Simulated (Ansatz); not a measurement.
Ansatz results at the PBE0-D4/def2-TZVP geometry: HOMO energy (ωB97M-V/def2-TZVPP) -9.39 eV; HOMO energy (B3LYP/def2-TZVPP) -7.22 eV; HOMO energy (PBE/def2-TZVPP) -6.41 eV.

Task: Which molecule gave them?
A. `[CH3][Al]1[CH2][C]1(F)F`
B. `F[SiH2][SbH2]`
C. `B[N]1[CH2][AlH]1`
D. `C[B](F)[SbH][Cl]`

Result: B. The others give `C[B](F)[SbH][Cl]`: -9.12, -6.89, -5.97; `B[N]1[CH2][AlH]1`: -9.36, -6.94, -5.98; `[CH3][Al]1[CH2][C]1(F)F`: -8.51, -6.13, -5.06.

B3LYP here is the variant with VWN-RPA as its local correlation; programs differ in this.
